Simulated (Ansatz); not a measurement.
Program: Ansatz. Geometries: PBE0-D4/def2-TZVP. ΔE: electronic, gas phase. CCSD(T)/CBS adds triple-zeta CCSD(T) − MP2 to the extrapolated MP2 energy (def2 sets, frozen cores). DFT in def2-TZVPP. HSE06 is defined as in plane-wave codes. Elements past krypton have def2 core potentials. For Sn outer-core shells are correlated without core-valence functions, which leaves a few kJ/mol of doubt a bond. One conformer a species, not always the lowest.

Consider the redistribution: `C[SiH](Cl)Cl` + `C[O][Sn]([O]C)([O]C)[O]C` → `C[Si](C)(Cl)Cl` + `C[O][Sn]([OH])([O]C)[O]C`.

```csv
species,HSE06 energy (Eh)
`C[SiH](Cl)Cl`,-1250.08034
`C[O][Sn]([O]C)([O]C)[O]C`,-674.50594
`C[Si](C)(Cl)Cl`,-1289.37739
`C[O][Sn]([OH])([O]C)[O]C`,-635.25298
```

Q: Work out ΔE.

A: ΔE = (-1289.37739) + (-635.25298) − (-1250.08034) − (-674.50594) = -0.04409 Eh = -27.7 kcal/mol. CCSD(T)/CBS gives -28.0 kcal/mol.

Largest T1 diagnostic among the species: 0.014.

From PBE to PBE0 (25 % exact exchange), in def2-TZVPP and without D4, ΔE moves by −0.8 kcal/mol. In def2-TZVPP, CCSD(T) changes the Hartree–Fock value by −2.7 kcal/mol (the triples alone add −0.2 kcal/mol) and MP2 by −4.6 kcal/mol. Leaving LDA and LC-ωPBE aside and taking each functional with its dispersion term where it has one, the values, not all of them listed here, spread over 3.0 kcal/mol, from r2SCAN0-D4 to BLYP-D4. LDA lies −1.4 kcal/mol from PBE without D4.
